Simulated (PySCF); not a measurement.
`C[C@@H](C(=O)O)[C@@H](F)C#N`, C5H6FNO2

Cartesian coordinates in Å; atom numbers follow the order of the lines, from 1:
```xyz
15

C     0.665    1.555   -0.162
C     0.066    0.161   -0.371
C     0.914   -0.849    0.382
O     0.765   -1.139    1.537
O     1.876   -1.354   -0.386
C    -1.371    0.102    0.172
F    -2.146    1.060   -0.445
C    -1.943   -1.214   -0.063
N    -2.374   -2.250   -0.272
H     0.032    2.302   -0.635
H     1.656    1.604   -0.605
H     0.741    1.778    0.901
H     0.071   -0.088   -1.436
H     2.428   -1.978    0.112
H    -1.385    0.319    1.250
```

Theory: GIAO BHandHLYP/pcSseg-1 magnetisability, rotational g tensor and spin-rotation constants, non-relativistic, gas phase in PySCF 2.14.0. Geometry: GFN2-xTB.

(1) How diamagnetic is it, and how anisotropic?

(2) Split it along the inertial axes a, b, c into diamagnetic and paramagnetic parts about the centre of mass, with the quadrupole moment.

(3) And the rotational g tensor?

Results:

(1) Isotropic -1185 × 10⁻³⁰ J/T², or -71.3 × 10⁻⁶ cm³/mol; principal values -1339, -1156, -1059 × 10⁻³⁰ J/T², anisotropy 246 × 10⁻³⁰ J/T² (root of half the summed squared differences of the principal values). The susceptibility is in cgs units.

(2) 
```
axis  χ (10⁻⁶ cm³/mol)  diamagnetic (10⁻⁶ cm³/mol)  paramagnetic (10⁻⁶ cm³/mol)  summed x² of all electrons (Å²)  quadrupole Θ (D Å)
   a             -70.3                      -660.1                        589.8                            173.2               +3.71
   b             -78.5                      -891.8                        813.3                            118.6               -3.82
   c             -65.2                     -1237.8                       1172.5                             37.0               +0.11
```
Anisotropies 2χaa − χbb − χcc = +3.1 and 2χbb − χaa − χcc = -21.4 × 10⁻⁶ cm³/mol. Θ is traceless in Buckingham's convention.

(3) 
| axis | rotational constant (GHz) | g | nuclear part | electronic part |
| --- | --- | --- | --- | --- |
| a | 2.0963 | -0.0272 | 0.5537 | -0.5808 |
| b | 1.3984 | -0.0098 | 0.5245 | -0.5343 |
| c | 0.9886 | -0.0142 | 0.5304 | -0.5445 |

Asymmetric top; isotopes 12C, 19F, 1H, 14N, 16O; no vibrational averaging.
